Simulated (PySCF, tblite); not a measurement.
A database entry of computed molecular properties. Lists by class give the value and the number of equivalent atoms.

```json
{
 "formula": "C8H6N2S",
 "smiles": "c1ccc(-c2csnn2)cc1",
 "inchi": "InChI=1S/C8H6N2S/c1-2-4-7(5-3-1)8-6-11-10-9-8/h1-6H",
 "charge": 0,
 "multiplicity": 1,
 "geometry_level": "GFN2-xTB",
 "atoms_angstrom": [
  ["C", 2.631, -0.127, -0.148],
  ["C", 2.059, 0.599, 0.884],
  ["C", 0.685, 0.687, 0.994],
  ["C", -0.138, 0.048, 0.066],
  ["C", -1.583, 0.159, 0.207],
  ["C", -2.567, -0.387, -0.596],
  ["S", -4.089, 0.057, 0.023],
  ["N", -3.369, 0.908, 1.261],
  ["N", -2.122, 0.871, 1.224],
  ["C", 0.444, -0.68, -0.97],
  ["C", 1.82, -0.764, -1.073],
  ["H", 3.705, -0.197, -0.235],
  ["H", 2.687, 1.097, 1.607],
  ["H", 0.226, 1.248, 1.793],
  ["H", -2.479, -0.995, -1.471],
  ["H", -0.177, -1.181, -1.697],
  ["H", 2.261, -1.332, -1.879]
 ],
 "electronic_structure_code": "PySCF",
 "results": {
  "GFN2-xTB geometry": {
   "point_group": "Cs",
   "rotational_constants_GHz": [3.387, 0.545, 0.469]
  },
  "PBE0/pcSseg-1 ground state and GIAO shieldings, non-relativistic": {
   "dipole_D": 3.35,
   "homo_eV": -6.95,
   "lumo_eV": -1.78,
   "shift_vs_computed_TMS_C_by_class_ppm": [
    [162.6, 1],
    [139.2, 1],
    [135.5, 1],
    [135.3, 1],
    [134.8, 2],
    [133.1, 2]
   ],
   "shift_vs_computed_TMS_H_by_class_ppm": [
    [8.87, 2],
    [8.56, 1],
    [7.87, 2],
    [7.72, 1]
   ],
   "shielding_other_nuclei_by_class_ppm": [
    ["N", -201.1, 1],
    ["N", -193.8, 1],
    ["S", -49.2, 1]
   ],
   "charges_hirshfeld_e_by_atom": [-0.04, -0.04, -0.04, -0.01, 0.02, -0.08, 0.18, -0.12, -0.08, -0.05, -0.05, 0.05, 0.05, 0.05, 0.06, 0.05, 0.05]
  },
  "GFN2-xTB harmonic vibrations, gas phase": {
   "strongest_ir_bands_cm-1_km_per_mol_modes": [
    [773.9, 34.2, 1],
    [925.7, 30.6, 1],
    [1408.6, 82.8, 1],
    [1450.4, 65.0, 1],
    [3089.8, 74.0, 1],
    [3095.7, 49.4, 1]
   ],
   "zpe_kcal_per_mol": 75.4
  }
 }
}
```

With B = h/(8π²I), that is 505.379 GHz u Å² over I, the principal moments of inertia are 149.2, 927.5 and 1076.7 u Å² (most abundant isotopes); the inertial defect Ic − Ia − Ib is 0.0 u Å² (zero for a rigid planar frame, negative otherwise). The zero-point energy, half the sum of the 45 harmonic wavenumbers, equals 26370 cm⁻¹ or 315 kJ/mol.

 NMR classes are plain means over equivalent atoms (diastereotopic ones count apart unless rotation or inversion swaps them), as if these changed places fast; in this geometry the members of some classes differ.

Conformer computed: `[cH:1]1[cH:2][cH:3][c:4](-[c:5]2[cH:6][s:7][n:8][n:9]2)[cH:10][cH:11]1`: C3–C4–C5–C6 180°.

One conformer stands for the species.
